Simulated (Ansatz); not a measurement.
The cluster B₈⁻, relaxed as a doublet with UKS PBE-D4/def2-SVPD in Ansatz, starting from the GFN1-xTB geometry. Force threshold 0.02 eV/Å.

The charge -1 doublet is spin-contaminated (final ⟨S²⟩ up to 0.96, 0.75 for a pure state). The structure comes from a short search, and lower isomers may exist.

Start:

Cartesian coordinates in Å:
```
B -2.091 -0.459 0.113
B 0.172 -1.628 -1.386
B 1.520 0.505 0.057
B 0.089 1.238 1.014
B 1.539 1.693 1.005
B -1.161 -1.270 -0.764
B 1.283 -0.718 -0.893
B -1.350 0.640 0.854
```

(1) Estimate the energy that the relaxation releases and the steps that it takes.

(2) Does the start keep its bonding and symmetry?

(3) Predict the relaxed structure.

Answers

(1) 298.7 kJ/mol, in 15 steps; 38 s on 4 threads of Arm Neoverse V1 on a shared host. No frequencies were taken in this run, so the end may be a saddle point.

(2) Bonds formed: B1–B2, B1–B7, B3–B8, B7–B8 (atoms count from 1). The end is the same structure that another start reached. Point group C2v at the start, C2h at the end, both within 0.05 Å.

(3) 
Cartesian coordinates in Å:
```
B -1.253 -0.698 -0.276
B -0.293 -1.667 -1.305
B 1.253 0.698 0.276
B 0.293 1.669 1.303
B 1.822 1.927 1.154
B -1.821 -1.931 -1.149
B 0.511 -0.515 -0.547
B -0.511 0.518 0.544
```
Bond lengths: 13 × B–B 1.56 to 1.82 Å.
